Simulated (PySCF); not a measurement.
# A survey of 29Si NMR shifts

Theory: structure optimised with GFN2-xTB, PBE0/pcSseg-1 with gauge-including orbitals, in PySCF 2.14 (no relativistic terms, averaged over atoms made equivalent by symmetry, fast rotation or ring inversion, no solvent model, a single conformation).

Shieldings were converted by a linear fit to measured shifts: 29Si: δ = 279.94 − 0.822σ (rms 8.9 ppm, 72 shifts, 25.8 ppm with the 6 outliers that the fit left out vs TMS, solution or neat liquid). A few per cent of atoms miss by over 2 rms, more outside the fitted compound classes.

**Question.** Give the 29Si shifts of `C[SiH2]/C(F)=C1\C=CC1`, `FCC#CC1C[SiH2]C1`, `CC1=C[SiH2]C(CF)=C1`, `C=C/C(=C\[SiH3])[Si@H](P)Cl`, `C=C1[C@@H](Cl)[SiH2]C[Si@H]1P`, `OC[C@@H]1[SiH2]C=C[SiH2][C@H]1F`, `C[SiH2][C@@]1(Cl)C=C[Si@H]1P`.

**Answer.** 
```
                                                        compound                                             environment  δ (ppm)
                                           C[SiH2]/C(F)=C1\C=CC1                              silicon bonded to 2 C, 2 H    -54.2
                                                FCC#CC1C[SiH2]C1        silicon bonded to 2 C, 2 H, in a 4-membered ring    -42.2
                                             CC1=C[SiH2]C(CF)=C1        silicon bonded to 2 C, 2 H, in a 5-membered ring    -45.2
   [CH2:1]=[CH:2]/[C:3](=[CH:4]\[SiH3:5])[Si@H:6]([PH2:7])[Cl:8]                      Si6: silicon bonded to C, Cl, P, H     -4.7
   [CH2:1]=[CH:2]/[C:3](=[CH:4]\[SiH3:5])[Si@H:6]([PH2:7])[Cl:8]                           Si5: silicon bonded to C, 3 H    -80.0
   [CH2:1]=[C:2]1[C@@H:3]([Cl:4])[SiH2:5][CH2:6][Si@H:7]1[PH2:8]  Si7: silicon bonded to 2 C, P, H, in a 5-membered ring    -19.9
   [CH2:1]=[C:2]1[C@@H:3]([Cl:4])[SiH2:5][CH2:6][Si@H:7]1[PH2:8]   Si5: silicon bonded to 2 C, 2 H, in a 5-membered ring    -23.4
[OH:1][CH2:2][C@@H:3]1[SiH2:4][CH:5]=[CH:6][SiH2:7][C@H:8]1[F:9]   Si4: silicon bonded to 2 C, 2 H, in a 6-membered ring    -49.6
[OH:1][CH2:2][C@@H:3]1[SiH2:4][CH:5]=[CH:6][SiH2:7][C@H:8]1[F:9]   Si7: silicon bonded to 2 C, 2 H, in a 6-membered ring    -53.9
    [CH3:1][SiH2:2][C@@:3]1([Cl:4])[CH:5]=[CH:6][Si@H:7]1[PH2:8]  Si7: silicon bonded to 2 C, P, H, in a 4-membered ring     -1.1
    [CH3:1][SiH2:2][C@@:3]1([Cl:4])[CH:5]=[CH:6][Si@H:7]1[PH2:8]                         Si2: silicon bonded to 2 C, 2 H    -35.6
```
